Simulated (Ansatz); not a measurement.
CH8O2Si2 can be A, `OC[SiH](O)[SiH3]`, or B, `OC([SiH3])O[SiH3]`.

Program: Ansatz. Geometries: PBE0-D4/def2-TZVP. ΔE: electronic, gas phase. CCSD(T)/CBS adds triple-zeta CCSD(T) − MP2 to the extrapolated MP2 energy (def2 sets, frozen cores). DFT in def2-TZVPP. B3LYP here is the variant with VWN-RPA as its local correlation; programs differ in this. Each species was taken in one conformer, which may not be the lowest.

Problem. Which is lower in electronic energy at CCSD(T)/CBS, and by how much? (Estimate.)

Solution. Computed: A, by 56.1 kJ/mol.

Problem. Give E(B) − E(A) in kJ/mol with HF/def2-TZVPP, PBE-D4, ωB97M-V, B3LYP, CCSD/def2-TZVPP, B2PLYP, PBE0-D4. (Best estimate.)

Solution. Computed: HF/def2-TZVPP 34.8, PBE-D4 66.7, ωB97M-V 49.0, B3LYP 51.9, CCSD/def2-TZVPP 50.2, B2PLYP 50.1, PBE0-D4 65.0. None reverses the order clearly.

Largest T1 diagnostic: 0.013.

In def2-TZVPP, CCSD(T) changes the Hartree–Fock value by +16.2 kJ/mol (the triples alone add +0.7 kJ/mol) and MP2 by +15.7 kJ/mol.
